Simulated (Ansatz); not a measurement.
Two members of one family (Series GaH2X), computed with Ansatz in the gas phase. The two geometries come from different levels. Binding counts from free atoms in the multiplicity of their measured ground term, without zero-point energy. A dash marks a value that wasn't run or was left out as unsound. The structures are stationary points that may keep the symmetry of their start. Remarks come from the PBE and PBE0 runs and from stability tests at other levels; not every state was tested. HOMO above LUMO (over both spins in singlets and doublets, within one spin in higher multiplets; at PBE or PBE0), or a gap under 0.15 eV within one spin, warns that the state may not be the lowest or that an electron is smeared out.

First: GaH2(OH) (singlet, charge 0, r2SCAN-D4/def2-TZVP geometry).

```xyz
5

Ga    0.164    0.045   -0.526
H    -0.508   -0.415   -1.843
H     1.521    0.781   -0.315
O    -0.796   -0.349    0.932
H    -0.381   -0.063    1.752
```

| level | HOMO (eV) | LUMO (eV) | gap (eV) | vertical IE (eV) | vertical triplet (eV) | binding per atom (eV) |
| --- | --- | --- | --- | --- | --- | --- |
| LDA (SPW92)/def2-TZVP | -7.28 | -2.22 | 5.06 | – | – | 3.29 |
| PBE-D4/def2-SVP | -7.01 | -1.85 | 5.16 | – | – | 2.86 |
| PBE-D4/def2-TZVP | -7.18 | -1.97 | 5.21 | 10.69 | 5.09 | 2.87 |
| BLYP-D4/def2-TZVP | -7.10 | -1.94 | 5.16 | – | – | 2.84 |
| PBE0-D4/def2-TZVP | -8.57 | -1.18 | 7.38 | 11.01 | 5.43 | 2.81 |

Remarks: gap within one spin near zero at PBE or PBE0 (triplet).

Second: GaH2(CCH) (singlet, charge 0, PBE-D4/def2-TZVP geometry).

```xyz
6

Ga   -0.5411    0.9292   -0.7329
H     0.2897    2.2333   -0.9973
H    -1.9834    0.6771   -1.2967
C     0.2564   -0.4430    0.3497
C     0.7656   -1.3152    1.0364
H     1.2129   -2.0813    1.6407
```

Question: Estimate how these quantities change from the first to the second (second minus first).

Answer: 
```
                level  Δ HOMO (eV)  Δ LUMO (eV)  Δ gap (eV)  Δ vertical IE (eV)  Δ vertical triplet (eV)  Δ binding per atom (eV)
LDA (SPW92)/def2-TZVP         0.40        -0.86       -1.26                   –                        –                     0.81
      PBE-D4/def2-SVP         0.37        -0.90       -1.28                   –                        –                     0.82
     PBE-D4/def2-TZVP         0.46        -0.84       -1.30               -0.86                    -1.16                     0.80
    BLYP-D4/def2-TZVP         0.53        -0.80       -1.33                   –                        –                     0.74
    PBE0-D4/def2-TZVP         0.66        -0.81       -1.47               -0.94                    -1.16                     0.79
```
